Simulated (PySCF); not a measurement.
**Radial density of Ni³⁺ (nickel, charge +3)**

UHF, [Ar] 3d7, high-spin 4F determinant. All numbers are calculated (PySCF 2.14, the non-relativistic Hamiltonian (point nucleus), in cc-pVDZ (6s5p3d1f, 43 functions)).

```
r (bohr)  4πr²ρ (e/bohr)  4πr²(ρα − ρβ)
0.000960          0.1638         0.0000
 0.00161          0.4466         0.0000
 0.00271           1.188         0.0000
 0.00457           3.031         0.0001
 0.00768           7.205         0.0002
  0.0129           15.22         0.0004
  0.0217           26.45         0.0009
  0.0365           33.67         0.0020
  0.0615           29.21         0.0082
   0.103           28.62         0.0499
   0.174           38.32         0.3043
   0.293           22.61         1.3842
   0.492           17.97         3.2163
   0.828           16.45         2.8474
    1.39           3.552         0.8529
    2.34          0.2265         0.0704
    3.94       0.0001436         0.0000
    6.63       1.291e-05         0.0000
```
